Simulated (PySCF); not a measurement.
Be(Me) (CH₃Be), SMILES [Be+][CH3], charge +1.

The structure is a stationary point at B3LYP-D3(BJ)/def2-TZVPD. The spin state was assumed, not searched. The isomer is the one that the SMILES or the coordinates give; other isomers of the formula were not compared.

Calculation: PySCF with HF/def2-TZVPD.

Gas-phase values at a fixed geometry.

```json
{
 "total_energy": "-53.93576 hartree",
 "point_group": "C3v",
 "highest_occupied_level": "-18.32 eV",
 "lowest_empty_level": "-7.15 eV",
 "orbital_gap": "11.17 eV",
 "dipole_moment_about_the_centre_of_nuclear_charge": "1.429 e·Å",
 "mean_static_polarisability": "23.9 bohr³ (3.55 Å³)",
 "polarisability_principal_values": "20.4, 20.4, 31.0 bohr³"
}
```
